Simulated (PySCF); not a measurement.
## Spectroscopy problems

Computed data (PySCF 2.14): geometry from GFN2-xTB, shielding tensors at PBE0/pcSseg-1 (GIAO). One computed conformer, one averaged value for each set of equivalent atoms, no solvent, non-relativistic Hamiltonian.

Referencing at the same level of theory: 1H (31.72 ppm) and 13C (186.93 ppm) against TMS. Splittings of carbon signals by F and P are missing where no couplings were computed. Where no couplings were computed, multiplicities follow the n + 1 count of equivalent neighbours, and m marks all less simple cases (inequivalent or close neighbours, rings, F or P nearby). Shifts are as computed. Against solution values, carbons near 30 ppm lie about +3 ppm off and those near 130 ppm about +5 ppm. Of 1211 compounds with measured shifts, 218 miss one by over three times the rms of a fit or turn the order of signals round; such compounds aren't used in these exercises.

Task: C₇H₁₅P. 1H NMR (400 MHz, computed): δ 3.85 (m, 1H), 2.74 (m, 1H), 1.84 (m, 2H), 1.69 (m, 2H), 0.85 (s, 9H). 13C{1H} NMR (computed): δ 56.9 (CH), 35.7 (C), 27.1 (CH3), 18.9 (CH2). What is it?

Result: SMILES CC(C)(C)C1CPC1. 4 carbon signals for 7 carbons: some carbons are equivalent by symmetry or fast rotation. Carbon types of the structure: 1 × C, 1 × CH, 2 × CH2, 3 × CH3, leaving 1 H on heteroatoms. δC 35.7: quaternary sp3 carbon; a saturated carbon with 4 carbon neighbours and no heteroatom attached. δC 27.1: methyl carbon; a saturated carbon with 1 carbon neighbour and no heteroatom attached. δH 2.74: hydrogen on an sp3 CH in a ring. δH 0.85: hydrogen on a methyl carbon; far from electronegative atoms and π systems.

This is the structure that produced the data.

Task: C₆H₁₃O₂P. 1H NMR (600 MHz, computed): δ 2.83 (m, 3H), 1.68 (m, 1H), 1.26 (m, 3H), 1.21 (m, 3H), 1.10 (m, 3H). 13C{1H} NMR (computed): δ 233.7, 37.0, 32.2, 16.9, 15.3, 14.5. Give a structure.

Result: SMILES CC(=O)[P@@](C)(=O)C(C)C. 6 carbon signals for 6 carbons: no two carbons are equivalent. Carbon types of the structure: 1 × C, 1 × CH, 4 × CH3, which accounts for all hydrogens. δC 233.7: carbonyl carbon. δC 37.0: methyl carbon α to a carbonyl; the adjacent C=O deshields it moderately. δC 16.9, 15.3: methyl carbon; aliphatic region, no heteroatom directly attached. δH 2.83: hydrogen on a methyl carbon α to a carbonyl; α to C=O.

The shifts were computed for this structure.

Task: C₅H₁₁PSi. 1H NMR (500 MHz, computed): δ 2.23 (m, 2H), 0.20 (s, 9H). 13C{1H} NMR (computed): δ 187.1 (C), 23.9 (CH2), -2.4 (CH3). Identify the compound.

Result: SMILES C(C[Si](C)(C)C)#P. 3 carbon signals for 5 carbons: some carbons are equivalent by symmetry or fast rotation. Carbon types of the structure: 1 × C, 1 × CH2, 3 × CH3, which accounts for all hydrogens. δC 187.1: carbon bonded to C, P. δC 23.9: sp3 CH2 bonded to Si. δC -2.4: methyl carbon bonded to Si; an electropositive neighbour leaves it electron-rich and shielded. δH 0.20: hydrogen on a methyl carbon bonded to Si; an electropositive neighbour shields it, as in TMS itself.

The data come from this structure; uniqueness wasn't tested.
